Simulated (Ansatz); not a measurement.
Basis-set series for `N[C](=S)[ZnH]`. Charge 0, multiplicity 1. The geometry is a stationary point of PBE0-D4/def2-TZVP. It is one conformer, not always the lowest.

```tsv
functional	basis	functions	energy (Eh)	HOMO (eV)	LUMO (eV)
PBE0-D4	def2-TZVPP	210	-2271.79425	-6.17	-1.34
PBE0-D4	def2-QZVPP	374	-2271.85479	-6.20	-1.41
ωB97M-V	def2-TZVPP	210	-2272.13204	-8.27	0.58
ωB97M-V	def2-QZVPP	374	-2272.19055	-8.30	0.45
```

Q: Give the rows for def2-SVP. (An estimate is asked.)

A: Computed: 
| functional | basis | functions | energy (Eh) | HOMO (eV) | LUMO (eV) |
| --- | --- | --- | --- | --- | --- |
| PBE0-D4 | def2-SVP | 92 | -2271.29075 | -5.89 | -0.90 |
| ωB97M-V | def2-SVP | 92 | -2271.62586 | -7.95 | 1.34 |

Positive LUMOs are unbound and depend on the basis. Scalar relativity is left out up to krypton.
